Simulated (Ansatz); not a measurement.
`CC(C)[Te]B(O)O` + `O[SiH](O)[SiH3]` → `CO[SiH](O)[SiH3]` + `CC[Te]B(O)O`  (substitution at a C–C bond)

Computed with Ansatz on PBE0-D4/def2-TZVP structures; ΔE is electronic, products minus reactants. CBS: MP2 limit from def2 TZ/QZ plus the TZ coupled-cluster correction, frozen cores. This one scheme is used for every species. Functionals use def2-TZVPP. Elements past krypton have def2 core potentials. For Te outer-core shells are correlated without core-valence functions, which leaves a few kJ/mol of doubt a bond. One conformer a species, not always the lowest.

Question: Is it downhill or uphill in electronic energy at CCSD(T)/CBS, and by how much? (An estimate is asked.)

Answer: Computed: Uphill: ΔE = +0.66 eV.

Question: What do these levels give: ωB97X-V, MP2/def2-TZVPP, CCSD/def2-TZVPP, CCSD(T)/def2-TZVPP, MP2/def2-QZVPP, SCS-MP2/def2-QZVPP? (Estimate.)

Answer: Ansatz gave: ωB97X-V 0.56, MP2/def2-TZVPP 0.72, CCSD/def2-TZVPP 0.61, CCSD(T)/def2-TZVPP 0.63, MP2/def2-QZVPP 0.73, SCS-MP2/def2-QZVPP 0.66 eV.

Largest T1 diagnostic among the species: 0.013.

The D4 term adds +0.04 eV with B3LYP and +0.02 eV with PBE0; it sums over pairs of atoms, weighted by their polarisabilities, and B3LYP, whose exchange is more repulsive, gets the larger term. In def2-TZVPP, CCSD(T) changes the Hartree–Fock value by +0.16 eV (the triples alone add +0.02 eV) and MP2 by +0.25 eV.

B3LYP here is the variant with VWN-RPA as its local correlation; programs differ in this.
